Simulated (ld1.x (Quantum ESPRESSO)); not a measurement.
**niobium: one change to a TM potential, before and after**

| Property | Result |
| --- | --- |
| Element | niobium |
| Generator | ld1.x (Quantum ESPRESSO) 7.5 |
| Type | norm-conserving Troullier–Martins (Kleinman–Bylander form) |
| Functional | PBE |
| Relativity | scalar-relativistic |
| Frozen core | [Ar] 3d10 |
| Valence charge | 13 |
| Reference configuration | 4s2 4p6 4d2 5s0 5p0 (charge +3) |
| Partial waves | 4s (bound): rc 1.45 bohr; 4p (bound): rc 1.65 bohr; 4d (bound): rc 1.90 bohr |
| Local potential | all-electron potential smoothed inside 1.30 bohr (lloc = -2) |
| Core correction | none |

Change: reference 4s2 4p6 4d5 5s0 5p0.

Cutoffs: the cutoffs (Ry, on a coarse ladder) from which the occupation-weighted sum of valence levels, in a spherical-Bessel basis at the reference potential, stays within 10 and 1 mRy of its value at 400 Ry; they do not see the model core or the augmentation charge, which bear on the density cutoff. Errors are all-electron minus pseudo energies relative to the spin-unpolarised reference configuration.

Q: What does the change do?

A: The potential gets neither clearly harder nor softer (70 Ry and 120 Ry → 70 Ry and 120 Ry); the range in which the s phases agree widens (upper end -1.7 → 0.6); the range in which the p phases agree widens (upper end -0.2 → 2.1); neither file shows a bound ghost.

```tsv
quantity	base	changed
cutoff, loose	70 Ry	70 Ry
cutoff, tight	120 Ry	120 Ry
bound ghosts	none	none
largest error over its own tests, meV	+244	+158
s: phases at 2.05 bohr within 0.05 rad from the reference energy up to (Ry; the scan ends near 5)	-1.7	0.6
p: phases at 2.05 bohr within 0.05 rad from the reference energy up to (Ry; the scan ends near 5)	-0.2	2.1
d: phases at 2.05 bohr within 0.05 rad from the reference energy up to (Ry; the scan ends near 5)	3.6	to the end of the scan
```
